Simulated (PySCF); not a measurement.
C5H13NSi.
SMILES with atom numbers: `[CH3:1][CH2:2][N:3]1[CH2:4][CH2:5][CH2:6][SiH2:7]1`

Geometry (GFN2-xTB, Å), atoms numbered from 1 in this order:
```xyz
20
C5H13NSi angstrom
C      2.5776   -0.0885   -0.0967
C      1.4459    0.3515   -1.0270
N      0.1349    0.1266   -0.4868
C     -0.3032    0.9962    0.5861
C     -1.8094    0.7946    0.7262
C     -2.0880   -0.7037    0.6170
Si    -0.7915   -1.3082   -0.6333
H      2.5540    0.4817    0.8287
H      2.4698   -1.1436    0.1420
H      3.5405    0.0692   -0.5758
H      1.5133   -0.2065   -1.9642
H      1.5612    1.4192   -1.2554
H     -0.0617    2.0358    0.3355
H      0.1989    0.7526    1.5334
H     -2.1732    1.2176    1.6643
H     -2.3070    1.3100   -0.0970
H     -3.1175   -0.8905    0.3226
H     -1.9416   -1.1850    1.5838
H     -0.1561   -2.5602   -0.1888
H     -1.2518   -1.4581   -2.0176
```

NICS is the negative of the GIAO shielding at a point without a nucleus: at the ring centre (0) and 1 Å above and below it (1); zz is the component along the ring normal. Level: GIAO PBE0/pcSseg-1 (PySCF, non-relativistic, gas phase) on the GFN2-xTB geometry, one conformer.

Ring bond lengths (Å), with Mayer bond orders in brackets: N3–C4 1.449 (0.93), C4–C5 1.526 (1.04), C5–C6 1.528 (1.02), C6–Si7 1.900 (0.92), Si7–N3 1.714 (0.98).

Task: What do the NICS probes read (ppm)?

Result: 
```
           ring                                                    type  NICS(0)  NICS(1), two faces  NICS(1)zz, two faces  rms pucker (Å)  centre to ring atoms, mean (Å)
N3–C4–C5–C6–Si7  5-membered ring with N and Si; formal bonds all single     -6.6         -3.7 / -3.2           -2.7 / -1.7            0.17                            1.36
```

Task: What do they say, and how far can they be read as aromaticity?

Result: 
- N3–C4–C5–C6–Si7: mean NICS(1)zz -2.2 ppm, near zero. C4, C5, C6, Si7 have four or more neighbours, so the value isn't read as a sign of a π ring current.

Task: What field does 7.05 T along the ring normal induce along that normal at the first NICS(1) probe listed for ring N3–C4–C5–C6–Si7, 1 Å off the ring?

Result: NICSzz × B0 = -2.7 ppm × 7.05 T = -19 μT, against the applied field.

Cost: about 70 s of CPU time on one thread; the machine was shared, so the figure is rough. This is the whole shielding run at PBE0/pcSseg-1, SCF included.
